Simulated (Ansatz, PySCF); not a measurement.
CH₄O₃, SMILES OC(O)O. Atoms are numbered in the order given.

```xyz
8

O     -0.1760    -0.7043     1.0927
C      0.3409    -0.0280     0.0000
O     -0.0163     1.3239     0.0000
O     -0.1760    -0.7043    -1.0927
H      0.1581    -0.2513     1.8780
H      1.4536    -0.0178     0.0000
H     -0.9881     1.3338     0.0000
H      0.1581    -0.2513    -1.8780
```

The structure is a stationary point at r2SCAN-D4/def2-SVP. The values are those of a single conformer.

Two levels are set side by side: PBE-D3(BJ)/def2-SVP (Ansatz, a program for electronic structure) and r2SCAN-D4/def2-SVP (Ansatz). Each level has its own optimised geometry; the coordinates shown are those of the second. Frequencies come from the Hessian of PySCF at each geometry. Differences are taken from unrounded values.

| quantity | r2SCAN-D4 |
|---|---|
| mean bond length (Å) | 1.169 |
| bond O1–C2 (Å) | 1.385 |
| bond C2–O3 (Å) | 1.398 |
| bond C2–O4 (Å) | 1.385 |
| bond O1–H5 (Å) | 0.966 |
| bond C2–H6 (Å) | 1.113 |
| bond O3–H7 (Å) | 0.972 |
| bond O4–H8 (Å) | 0.966 |
| highest harmonic wavenumber (cm⁻¹) | 3843 |
| mean harmonic wavenumber (cm⁻¹) | 1507 |
| zero-point energy (kcal/mol) | 38.77 |

Task: What does PBE-D3(BJ) give, and how far is it from r2SCAN-D4? (An estimate is asked for; the answer gives what the named calculation found.)

Result: 
```tsv
quantity	PBE-D3(BJ)	PBE-D3(BJ) minus r2SCAN-D4
mean bond length (Å)	1.178	0.009
bond O1–C2 (Å)	1.393	0.008
bond C2–O3 (Å)	1.407	0.009
bond C2–O4 (Å)	1.393	0.008
bond O1–H5 (Å)	0.975	0.008
bond C2–H6 (Å)	1.122	0.009
bond O3–H7 (Å)	0.981	0.009
bond O4–H8 (Å)	0.975	0.008
highest harmonic wavenumber (cm⁻¹)	3730	-113
mean harmonic wavenumber (cm⁻¹)	1458	-49
zero-point energy (kcal/mol)	37.52	-1.25
```
